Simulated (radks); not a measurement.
Problem. Species: the lutetium ion Lu32+. Configuration: [Kr] 4d3. All-electron calculation, scalar-relativistic Kohn-Sham, r2SCAN, spin-polarised, spherical densities, finite nucleus; open shells are filled with parallel spins first (spin-orbit coupling, left out, can overturn this in heavy ions); meta-GGA in the generalised Kohn-Sham scheme; Fermi nuclear charge, rms radius 5.37 fm. Program: a radial shooting solver on a logarithmic mesh with Libxc functionals. Some entries of the table are withheld. Estimate them.

orbital  occ.  eigenvalue (eV)  <r> (bohr)  <r^2> (bohr^2)
1s up       1        -64564.54     0.01932       0.0005124
1s down     1        -64564.54     0.01932       0.0005124
2s up       1        -12059.58     0.08180        0.007914
2s down     1        -12055.03     0.08179        0.007912
2p up       3        -10758.07     0.07291        0.006493
2p down     3        -10754.52     0.07289        0.006490
3s up       1        -3684.609      0.2107         0.05072
3s down     1        -3683.508      0.2106         0.05067
3p up       3        -3291.714      0.2100         0.05107
3p down     3        -3290.173      0.2099         0.05100
3d up       5        -2827.089      0.1900         0.04218
3d down     5        -2823.826      0.1900         0.04216
4s up       1        -1591.225      0.4370          0.2144
4s down     1        -1580.196      0.4374          0.2148
4p up       3        -1447.202      0.4506             (1)
4p down     3        -1436.286      0.4511             (2)
4d up       3        -1266.256      0.4531             (3)
4d down     0        -1255.279      0.4534             (4)
5s up       0        -865.1646      0.7663          0.6556
5s down     0        -856.3201      0.7671          0.6580
5p up       0              (5)      0.7979          0.7133
5p down     0              (6)      0.8001          0.7183

Solution. 
(1) 4p up <r^2> (bohr^2): 0.2293
(2) 4p down <r^2> (bohr^2): 0.2298
(3) 4d up <r^2> (bohr^2): 0.2344
(4) 4d down <r^2> (bohr^2): 0.2348
(5) 5p up eigenvalue (eV): -801.7674
(6) 5p down eigenvalue (eV): -792.6239
